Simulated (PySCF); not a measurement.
CH$_{8}$OSi$_{2}$ (SMILES CO[SiH2][SiH3]), singlet, geometry from GFN2-xTB. Base run: PBE/6-31G run with PySCF.

PySCF was given this input:
```python
from pyscf import gto, scf, dft, solvent

mol = gto.M(
    atom='''
Si    0.02441370   -0.96242705    0.03263363
Si    1.67909227    0.63173729    0.25167308
O    -1.34709551   -0.32660511   -0.57368985
C    -2.07583016    0.76381776   -0.11242008
H     0.21365250   -1.98747296   -0.98746461
H    -0.26714792   -1.60964049    1.32567853
H     1.45587077    1.55903930    1.37280719
H     2.99366096    0.02710701    0.48049329
H     1.82241482    1.50187871   -0.92343508
H    -2.52751589    0.54617683    0.85947118
H    -2.86797229    0.97349731   -0.83280458
H    -1.44030130    1.64900519   -0.01100078
''',
    basis='6-31g',
    verbose=4,
)

mf = dft.RKS(mol)
mf.xc = 'pbe'
mf.kernel()
```

Variants of this job, named by their change:

```tsv
change	ΔE vs base (kJ/mol)	dipole (D)	HOMO-LUMO gap (eV)
base	0.00	1.21	5.17
model = COSMO; solvent = 2-propanol	-11.17	1.59	5.26
model = IEF-PCM; solvent = 2-propanol; vdw_scale = 1.1	-16.15	1.66	5.31
model = IEF-PCM; solvent = chloroform	-8.17	1.47	5.23
model = SS(V)PE; solvent = 2-propanol	-10.85	1.56	5.26
model = IEF-PCM; solvent = 2-propanol	-11.09	1.58	5.26
model = IEF-PCM; solvent = n-hexane	-3.99	1.33	5.20
model = IEF-PCM; solvent = 2-propanol; lebedev_order = 11	-10.50	1.57	5.25
model = IEF-PCM; solvent = tetrahydrofuran	-9.50	1.52	5.25
model = IEF-PCM; solvent = 2-propanol; lebedev_order = 41	-11.15	1.58	5.26
model = IEF-PCM; solvent = 2-propanol; vdw_scale = 1.0	-24.18	1.75	5.39
model = ddCOSMO; solvent = 2-propanol	-10.56	1.57	5.29
```

The base is the gas phase, so ΔE is the electrostatic part of solvation at a fixed geometry, without cavity and dispersion terms.
